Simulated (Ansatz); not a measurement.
The first iterations of a band of C$_{2}$H$_{7}$NOSSi$_{2}$ (14 atoms, charge 0, multiplicity 1).

Method: Ansatz, RKS revPBE-D4/6-31G.

```yaml
movable_images: 5
climbing_image: yes
spring: 5.0 eV/Å²
optimiser: quadratic models (default)
start_path: through a guess of the saddle point
force_threshold: 0.03 eV/Å
iteration_limit: 22
end_points: relaxed
```

Initial state:

```xyz
14
Properties=species:S:1:pos:R:3
O 0.681 -2.330 -0.196
Si -0.041 -0.830 0.375
S -1.142 -1.119 2.332
C -1.369 0.016 -0.805
N -0.952 1.361 -1.292
C 0.202 1.862 -0.964
Si 1.488 0.930 0.186
H 0.096 -3.120 -0.281
H -0.058 -1.490 3.119
H -1.555 -0.615 -1.694
H -2.338 0.130 -0.289
H 0.432 2.858 -1.369
H 1.769 1.707 1.451
H 2.773 0.612 -0.543
```

Final state:

```xyz
14
Properties=species:S:1:pos:R:3
O 0.166 -2.416 -0.503
Si -0.153 -0.891 0.314
S -1.106 -1.165 2.353
C -1.416 0.042 -0.848
N -0.964 1.397 -1.256
C 0.199 1.851 -0.895
Si 1.455 0.824 0.212
H 0.759 -3.072 -0.071
H 0.049 -1.078 3.119
H -1.562 -0.564 -1.761
H -2.404 0.145 -0.369
H 0.462 2.860 -1.244
H 1.768 1.532 1.512
H 2.734 0.506 -0.533
```

| iteration | highest image above the first end (eV) | largest band force component (eV/Å) |
| --- | --- | --- |
| 1 | 0.904 | 8.242 |
| 2 | 0.178 | 1.587 |
| 3 | 0.107 | 0.526 |

Q: Does the band converge within its limit, and where does its top end?

A: The run converged. It ended after 10 iterations with the highest image 0.050 eV above the first end. A vibrational analysis at the climbing image gives one clearly imaginary mode, 228i cm⁻¹: a first-order saddle point. Limits of this set-up: no polarisation functions.

The run took 7.3 min on 1 thread of Intel(R) Xeon(R) Platinum 8375C CPU @ 2.90GHz (Ice Lake) (shared host), peak memory 0.17 GiB.
